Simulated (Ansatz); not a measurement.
Computed with Ansatz on PBE0-D4/def2-TZVP structures; ΔE is electronic, products minus reactants. CCSD(T)/CBS adds triple-zeta CCSD(T) − MP2 to the extrapolated MP2 energy (def2 sets, frozen cores). DFT in def2-TZVPP. B3LYP here is the variant with VWN-RPA as its local correlation; programs differ in this. HSE06 is defined as in plane-wave codes. def2 core potentials past Kr. For In outer-core shells are correlated without core-valence functions, which leaves a few kJ/mol of doubt a bond. Each species was taken in one conformer, which may not be the lowest.

`[SiH3][O][In]([Cl])[O][SiH3]` + `NCS` → `NCS[SiH3]` + `[OH][In]([Cl])[O][SiH3]`  (ligand exchange at the Si–O bond)

| level | ΔE (kcal/mol) | difference from CCSD(T)/CBS |
| --- | --- | --- |
| PBE-D4 | 6.2 | -4.8 |
| r2SCAN-D4 | 9.2 | -1.8 |
| B97M-V | 10.1 | -0.9 |
| B3LYP-D4 | 11.0 | 0.0 |
| r2SCANh-D4 | 9.6 | -1.4 |
| HSE06-D4 | 8.0 | -3.0 |
| ωB97X-V | 10.8 | -0.2 |
| PBE0 | 8.2 | -2.8 |
| B3LYP | 11.4 | 0.4 |
| LC-ωPBE | 10.1 | -0.9 |
| MP2/def2-SVP | 13.2 | 2.2 |
| MP2/def2-TZVPP | 11.3 | 0.3 |
| CCSD(T)/def2-TZVPP | 11.8 | 0.8 |
| HF/def2-QZVPP | 17.7 | 6.7 |
| SCS-MP2/def2-QZVPP | 12.5 | 1.5 |
| HF/CBS(def2) | 17.8 | 6.8 |
| CCSD(T)/CBS | 11.0 | 0 |

Largest T1 diagnostic among the species: 0.015.

From PBE to PBE0 (25 % exact exchange), in def2-TZVPP and without D4, ΔE moves by +1.8 kcal/mol. Leaving LDA and LC-ωPBE aside and taking each functional with its dispersion term where it has one, the values, not all of them listed here, spread over 7.8 kcal/mol, from revPBE-D4 to BHLYP-D4.
